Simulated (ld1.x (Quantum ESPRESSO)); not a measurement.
Before and after: PAW potential for S (Z = 16)

```json
{"Element": "S", "Generator": "ld1.x (Quantum ESPRESSO) 7.5", "Type": "PAW", "Functional": "PBEsol", "Relativity": "scalar-relativistic", "Frozen core": "[Ne]", "Valence charge": "6", "Reference configuration": "3s2 3p3 (charge +1)", "Partial waves": "3s (bound): rcut 1.20, rcutus 1.40 bohr; 3s channel at -1.5 Ry: rcut 1.20, rcutus 1.40 bohr; 3p (bound): rcut 1.05, rcutus 1.35 bohr; 3p channel at 3.15 Ry: rcut 1.05, rcutus 1.35 bohr; 3d channel at 0.45 Ry: rc 1.05 bohr", "Local potential": "the d channel", "Core correction": "Bessel-smoothed model core inside 0.95 bohr", "Augmentation charge": "PSQ, radius 1.05 bohr"}
```

Change: wave 3d channel at 0.45 Ry: rc 1.05 bohr becomes 3d channel at 6.41 Ry: rc 1.05 bohr.

Cutoffs: the cutoffs (Ry, on a coarse ladder) from which the occupation-weighted sum of valence levels, in a spherical-Bessel basis at the reference potential, stays within 10 and 1 mRy of its value at 400 Ry; they do not see the model core or the augmentation charge, which bear on the density cutoff. Errors are all-electron minus pseudo energies relative to the spin-unpolarised reference configuration.

Q: What does the change do?

A: The potential gets neither clearly harder nor softer (18 Ry and 40 Ry → 18 Ry and 40 Ry); a bound ghost appears in s, which as a rule spoils a file; the number of tests with a reliable result goes from 7 to 0 (the test run of the changed file stopped, so its transferability is not established); the range in which the s phases agree widens (upper end -0.3 → at the end of the scan).

| quantity | base | changed |
| --- | --- | --- |
| cutoff, loose | 18 Ry | 18 Ry |
| cutoff, tight | 40 Ry | 40 Ry |
| bound ghosts | none | s |
| tests with a reliable result | 7 of 7 | 0 of 7 (the test run stopped) |
| s: phases at 1.54 bohr within 0.05 rad from the reference energy up to (Ry; the scan ends near 5) | -0.3 | to the end of the scan |
| p: phases at 1.54 bohr within 0.05 rad from the reference energy up to (Ry; the scan ends near 5) | to the end of the scan | to the end of the scan |
| d: phases at 1.54 bohr within 0.05 rad from the reference energy up to (Ry; the scan ends near 5) | to the end of the scan | to the end of the scan |
| lowest overlap eigenvalue by channel | s 0.37, p 0.66 | s 0.35, p 0.65 |

 A true bound ghost makes a file unfit for plane-wave use even where its test errors are small: the radial tests pick states by their node count and pass the ghost by.
